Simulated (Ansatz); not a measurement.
System (SMILES): [SiH] (SiH), doublet.
Atoms: Si1, H2. Bonds: Si1-H2.

Basis-set convergence of the optimised Si1-H2 bond length at PBE with Ansatz (a quantum-chemistry and plane-wave program). Cartesian d functions, on some or all atoms, in 6-31+G*, 6-311+G**; all else is spherical. The program fits the integrals of some runs and decomposes those of others, by size. Core-valence sets carry the plain set on hydrogen. Open shells are unrestricted. No added dispersion term, no relativity. Reference: the value in aug-cc-pV(5+d)Z, 1.5432 Å, itself unsure by roughly 0.0006 Å (its mean distance from pcseg-4, aug-pcseg-3, aug-cc-pV(Q+d)Z). Deviations are taken from unrounded values.

| basis | functions |
|---|---|
| pcseg-0 | 15 |
| pcseg-1 | 23 |
| 6-31+G* | 25 |
| 6-311+G** | 37 |
| 6-311++G(2d,2p) | 45 |
| pcseg-2 | 48 |
| 6-311++G(3df,3pd) | 65 |
| cc-pCVTZ | 73 |
| pcseg-3 | 97 |
| pcseg-4 | 166 |

Question: Which is the smallest set listed that can be trusted to 0.005 Å here, that is, within that of the reference together with its larger relatives (same family, alike in diffuse functions; a set with none to test it counts only in the reference's own line)?

Answer: The smallest set listed that lies within 0.005 Å of the reference with all its larger relatives (same family, alike in diffuse functions; a set with none counts only in the reference's own line) is 6-311++G(2d,2p) (45 functions, 0.0023 Å off). Inside, with no larger relative to test it: cc-pCVTZ. Value minus reference: pcseg-0 0.0365, pcseg-1 0.0126, 6-31+G* 0.0101, 6-311+G** 0.0069, 6-311++G(2d,2p) 0.0023, pcseg-2 0.0032, 6-311++G(3df,3pd) 0.0012, cc-pCVTZ 0.0035, pcseg-3 0.0007, pcseg-4 0.0002 Å.
